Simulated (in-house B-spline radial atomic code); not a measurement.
Computed with a B-spline radial atomic code. Model: two electrons, singlet ground state, non-relativistic, full CI in B-splines with partial waves to l = 8 (at full coupling up to 3e-4 hartree above the limit, correlation up to 0.6 % small), density held at that of full coupling by Lieb maximisation.

W(λ) is the mean repulsion in the state of coupling λ less the Hartree energy of the fixed density. Its start is exact exchange, its initial slope is twice the second-order Görling-Levy correlation energy, and its area from 0 to 1 is E_xc. A straight curve means weak, dynamic correlation, and a curve that drops fast and flattens means strong correlation.

Command:
```bash
python run_ac.py task.json out
```
Settings (lengths in bohr, energies in hartree):
```
potential              gauss
strength               2.15
lmax                   8
second                 9.36
```

Run time, properties included: 76 s on 1 thread of Intel(R) Xeon(R) Processor @ 2.30GHz (shared host).

**W = mean repulsion less Hartree energy, and W of three functionals.**

Given: confinement Gaussian well; well depth 2.15 hartree; well width 9.36 bohr; external potential -V exp(-r^2/w^2).

Computed: PBE exchange minus exact 13.394 millihartree; SCAN exchange minus exact 0.59701 millihartree.

```tsv
coupling	W xc (hartree)	W xc minus exchange (millihartree)	kinetic minus Kohn-Sham (millihartree)	LDA (PW92) W minus its exchange (millihartree)	PBE W minus its exchange (millihartree)	SCAN W minus its exchange (millihartree)
0	-0.31598	0	0	0	0	0
0.02	-0.31798	-1.999	0.02	-9.27	-3.28	-1.87
0.05	-0.32086	-4.887	0.12	-18.04	-7.64	-4.51
0.12	?	?	?	?	?	?
0.25	?	?	?	?	?	?
0.4	-0.34677	-30.796	5.58	-65.84	-40.54	-28.26
0.6	-0.35698	-41.004	10.64	-80.74	-52.63	-38.08
0.8	-0.36504	-49.066	16.26	-92.16	-62.26	-46.15
1	-0.37155	-55.576	22.09	-101.35	-70.19	-52.91
1.4	-0.38141	-65.435	33.81	-115.47	-82.65	-63.59
2	-0.39143	-75.451	50.62	-130.35	-96.07	-74.96
3	-0.40177	-85.798	76.03	-146.65	-111.03	-86.99
4.5	-0.4108	-94.821	109.25	-161.85	-125.17	-97.22
7	-0.41915	-103.17	156.21	-176.89	-139.3	-105.82
```

(1) What belongs in the row 0.12?

(2) What belongs in the row 0.25?

(3) What is the LDA exchange minus exact?

**Energy parts, natural occupations and partial-wave weights.**

Computed: total energy -3.3524 hartree; correlation energy -0.033483 hartree; kinetic part of the DFT correlation energy 0.022093 hartree; initial slope twice GL2 -0.10142 hartree; kinetic part over minus potential part 0.39753; Hartree energy 0.63195 hartree; Kohn-Sham kinetic 0.23905 hartree.

```json
{"natural": "s", "occupation of the shell (electrons)": "1.8957"}
{"natural": "p", "occupation of the shell (electrons)": "0.096878"}
{"natural": "s", "occupation of the shell (electrons)": "0.0054464"}
{"natural": "d", "occupation of the shell (electrons)": "?"}
{"natural": "p", "occupation of the shell (electrons)": "0.00033788"}
{"natural": "f", "occupation of the shell (electrons)": "0.00014122"}
```

(4) What belongs in the row d?

```tsv
wave	weight
s	0.9506
p	0.048616
d	?
f	7.7709e-05
g	1.658e-05
```

(5) What belongs in the row d?

(6) What is the Lieb Oxford ratio E_xc over LDA exchange?

(7) What is the exchange energy?

Results:

(1) W xc (hartree): -0.32712; W xc minus exchange (millihartree): -11.147; kinetic minus Kohn-Sham (millihartree): 0.65; LDA (PW92) W minus its exchange (millihartree): -32.47; PBE W minus its exchange (millihartree): -16.29; SCAN W minus its exchange (millihartree): -10.2.

(2) W xc (hartree): -0.33719; W xc minus exchange (millihartree): -21.217; kinetic minus Kohn-Sham (millihartree): 2.49; LDA (PW92) W minus its exchange (millihartree): -50.78; PBE W minus its exchange (millihartree): -29.03; SCAN W minus its exchange (millihartree): -19.37.

(3) 45.422 millihartree.

(4) occupation of the shell (electrons): 0.0013075.

(5) weight: 0.00068116.

(6) 1.2916.

(7) -0.31598 hartree.

Half-way to full coupling W has made 65 % of its drop, against 50 % for a straight line, and second-order (GL2) theory, half the initial slope, overshoots the correlation energy by about 51 %: a marked bend. Over couplings 0 to 1 the errors in E_xc come to about +11 millihartree for LDA, +3.5 millihartree for PBE, +2.9 millihartree for SCAN, so SCAN is nearest. In LDA and PBE the errors of exchange and correlation have opposite signs, so the sum is smaller than the larger of the two.
